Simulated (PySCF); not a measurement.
C₂H₁₂OSi₃, SMILES O[Si@@H]([SiH3])CC[SiH3].

Coordinates come from a PBE0-D3(BJ)/def2-SVP optimisation. The structure was generated by enumeration; whether it is a known compound was not checked. The values are those of a single conformer.

Level of theory: PBE0-D3(BJ)/def2-SVP in PySCF 2.14.0.

Frequencies are harmonic and unscaled.

| mode | ν (cm⁻¹) | IR (km/mol) | moving atoms (share of kinetic energy) |
|---|---|---|---|
| 1 | 41 | 0.3 | Si 50 %, H 21 %, O 16 %, C 13 % |
| 2 | 74 | 2.3 | Si 45 %, O 27 %, H 19 %, C 9 % |
| 3 | 90 | 0.0 | H 92 % |
| 4 | 109 | 3.9 | Si 44 %, H 37 %, C 12 % |
| 5 | 157 | 9.9 | O 40 %, H 28 %, Si 21 %, C 11 % |
| 6 | 182 | 9.5 | Si 46 %, H 28 %, C 18 %, O 8 % |
| 7 | 209 | 7.1 | H 72 %, O 11 %, C 10 % |
| 8 | 248 | 33.6 | H 45 %, C 21 %, O 17 %, Si 17 % |
| 9 | 284 | 83.3 | H 86 % |
| 10 | 320 | 21.3 | H 51 %, C 29 %, Si 15 % |
| 11 | 421 | 4.0 | Si 49 %, H 45 % |
| 12 | 496 | 20.6 | H 84 %, Si 12 % |
| 13 | 503 | 6.8 | H 85 %, Si 10 % |
| 14 | 520 | 41.7 | H 60 %, Si 37 % |
| 15 | 602 | 21.1 | H 52 %, C 24 %, Si 23 % |
| 16 | 637 | 4.9 | H 50 %, C 35 %, Si 10 % |
| 17 | 684 | 88.9 | H 35 %, C 32 %, Si 32 % |
| 18 | 735 | 112.4 | H 89 % |
| 19 | 747 | 191.6 | H 62 %, C 25 %, Si 12 % |
| 20 | 807 | 30.9 | H 78 %, C 15 % |
| 21 | 835 | 104.0 | O 48 %, H 32 %, Si 19 % |
| 22 | 851 | 222.2 | H 73 %, Si 11 %, C 11 % |
| 23 | 884 | 47.0 | H 78 %, C 13 % |
| 24 | 922 | 51.3 | H 79 %, Si 14 % |
| 25 | 926 | 135.1 | H 89 %, Si 9 % |
| 26 | 934 | 35.0 | H 97 % |
| 27 | 937 | 65.3 | H 92 % |
| 28 | 949 | 83.4 | H 86 %, Si 9 % |
| 29 | 969 | 44.8 | H 96 % |
| 30 | 1034 | 3.9 | H 56 %, C 42 % |
| 31 | 1086 | 18.3 | H 95 % |
| 32 | 1150 | 8.1 | H 58 %, C 41 % |
| 33 | 1271 | 2.0 | H 68 %, C 32 % |
| 34 | 1282 | 5.0 | H 73 %, C 27 % |
| 35 | 1418 | 5.7 | H 93 % |
| 36 | 1428 | 6.5 | H 92 %, C 8 % |
| 37 | 2176 | 107.5 | H 97 % |
| 38 | 2190 | 130.8 | H 97 % |
| 39 | 2212 | 69.7 | H 98 % |
| 40 | 2222 | 84.9 | H 96 % |
| 41 | 2232 | 120.8 | H 96 % |
| 42 | 2234 | 81.8 | H 98 % |
| 43 | 2239 | 104.5 | H 96 % |
| 44 | 3039 | 18.6 | H 95 % |
| 45 | 3048 | 11.3 | H 94 % |
| 46 | 3095 | 2.9 | H 91 %, C 9 % |
| 47 | 3105 | 6.4 | H 91 %, C 9 % |
| 48 | 3897 | 117.6 | H 94 % |
